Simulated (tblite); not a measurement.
Compound: C₄H₄B₂ClF.
Bonds: F1–C2, C2–C3 (double), C3–B4, B4–Cl5, B4–C6, C6–C7 (double), C7–B8, C2–B8. Hydrogens: H9 on C3; H10 on C6; H11 on C7; H12 on B8.

Computed with GFN2-xTB (tblite), gas phase: L-BFGS steps from a force-field or distance-geometry start until the largest atomic force falls under 0.01 eV/Å.

Step 6: E = -607.2662 eV
```
atom  x, y, z in Å  |  force x, y, z in eV/Å
F1     -2.3123   -1.6136   -0.0273    0.013  -0.006   0.002
C2     -1.1892   -0.8470   -0.0168   -0.065  -0.010  -0.007
C3     -0.0004   -1.4733   -0.0245    0.015  -0.048   0.010
B4      1.2980   -0.6280   -0.0113    0.012  -0.023   0.003
Cl5     2.8245   -1.3879   -0.0147   -0.017   0.022  -0.002
C6      1.1739    0.9273    0.0097   -0.003   0.018   0.006
C7     -0.0363    1.5176    0.0166   -0.021   0.084   0.000
B8     -1.3533    0.7017    0.0050    0.018  -0.015   0.004
H9      0.0205   -2.5562   -0.0355   -0.024  -0.024  -0.008
H10     2.0628    1.5487    0.0225    0.024   0.003  -0.005
H11    -0.0813    2.6007    0.0331    0.033   0.045   0.000
H12    -2.4056    1.2095    0.0172    0.015  -0.046  -0.004
```

Step 7: E = -607.2665 eV
```
atom  x, y, z in Å  |  force x, y, z in eV/Å
F1     -2.3119   -1.6140   -0.0273    0.006   0.001   0.001
C2     -1.1894   -0.8467   -0.0169   -0.025  -0.048  -0.004
C3     -0.0005   -1.4743   -0.0242   -0.016  -0.013   0.006
B4      1.2970   -0.6279   -0.0112    0.023  -0.020   0.004
Cl5     2.8239   -1.3874   -0.0148   -0.016   0.022  -0.002
C6      1.1739    0.9280    0.0099   -0.044   0.021   0.004
C7     -0.0371    1.5187    0.0165    0.040   0.061   0.002
B8     -1.3529    0.7017    0.0052    0.023  -0.018   0.003
H9      0.0198   -2.5571   -0.0357   -0.023  -0.023  -0.006
H10     2.0633    1.5486    0.0223    0.018   0.003  -0.004
H11    -0.0803    2.6017    0.0331    0.023   0.047  -0.001
H12    -2.4047    1.2081    0.0171   -0.009  -0.032  -0.003
```

Step 8: E = -607.2670 eV
```
atom  x, y, z in Å  |  force x, y, z in eV/Å
F1     -2.3112   -1.6148   -0.0272   -0.017   0.005  -0.002
C2     -1.1896   -0.8471   -0.0173    0.007  -0.057   0.004
C3     -0.0013   -1.4761   -0.0236   -0.006   0.002  -0.001
B4      1.2956   -0.6279   -0.0109    0.015  -0.001   0.006
Cl5     2.8226   -1.3859   -0.0149   -0.007   0.019  -0.002
C6      1.1729    0.9295    0.0104   -0.031   0.000  -0.001
C7     -0.0377    1.5215    0.0165    0.070   0.031   0.005
B8     -1.3515    0.7014    0.0054    0.030  -0.015  -0.001
H9      0.0181   -2.5593   -0.0362   -0.019  -0.007  -0.002
H10     2.0646    1.5486    0.0219   -0.006  -0.008  -0.003
H11    -0.0780    2.6047    0.0331    0.005   0.042  -0.002
H12    -2.4032    1.2048    0.0169   -0.042  -0.011  -0.001
```

Question: Estimate the geometry and energy of step 9. (The exact step hangs on the optimiser's Hessian estimate; all steps are aligned on step 8, rigid shifts and turns removed.)

Answer: E = -607.2674 eV, largest force 0.052 eV/Å
```
atom  x, y, z in Å  |  force x, y, z in eV/Å
F1     -2.3113   -1.6155   -0.0271   -0.028   0.006  -0.004
C2     -1.1899   -0.8483   -0.0176    0.030  -0.034   0.009
C3     -0.0018   -1.4776   -0.0232    0.003   0.008  -0.006
B4      1.2947   -0.6279   -0.0106    0.003   0.009   0.007
Cl5     2.8219   -1.3846   -0.0151   -0.002   0.017  -0.002
C6      1.1722    0.9307    0.0107   -0.002  -0.016  -0.003
C7     -0.0372    1.5244    0.0166    0.051   0.003   0.007
B8     -1.3500    0.7009    0.0056    0.015  -0.001  -0.003
H9      0.0164   -2.5611   -0.0366   -0.011   0.001   0.000
H10     2.0653    1.5483    0.0216   -0.015  -0.014  -0.001
H11    -0.0761    2.6079    0.0330   -0.004   0.028  -0.003
H12    -2.4029    1.2020    0.0166   -0.039  -0.006  -0.001
```

The energy changes by -0.0003 eV. The first-order estimate −F·Δx gives -0.0005 eV and the mean of the old and new forces, exact on a quadratic surface, -0.0003 eV. The step makes an angle of 58° with the force vector and moves no atom by more than 0.004 Å.

What follows is the cost of the whole relaxation. Hardware: an Intel Xeon at 2.50 GHz with one thread (shared host). Cost: 0.37 s.
